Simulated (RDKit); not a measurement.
Input file for RDKit: UFF on BiH3O (SMILES [OH][BiH2]), a point of a torsion scan.

```python
from rdkit import Chem
from rdkit.Chem import AllChem, rdDetermineBonds

blocks = [
'''5

O     1.20739397   -0.46289503   -0.27062680
Bi   -0.56351727   -0.07776074    0.83165921
H     1.83333061    0.24492308   -0.12437351
H    -0.86440627    1.46200392   -0.01706937
H    -1.53832281   -0.87947699   -0.40512181
''',
]
mol = None
for b in blocks:
    f = Chem.MolFromXYZBlock(b)
    rdDetermineBonds.DetermineBonds(f, charge=0)
    mol = f if mol is None else Chem.CombineMols(mol, f)
Chem.SanitizeMol(mol)
print(Chem.MolToSmiles(Chem.RemoveHs(mol)))
ff = AllChem.UFFGetMoleculeForceField(mol, vdwThresh=100.0, ignoreInterfragInteractions=False)
e = ff.CalcEnergy()
print(f'UFF energy {e:.6f} kcal/mol')
```

It printed:

```
[OH][BiH2]
UFF energy 2.570770 kcal/mol
```

The run finished.

Cost: roughly 0.020 core-seconds.
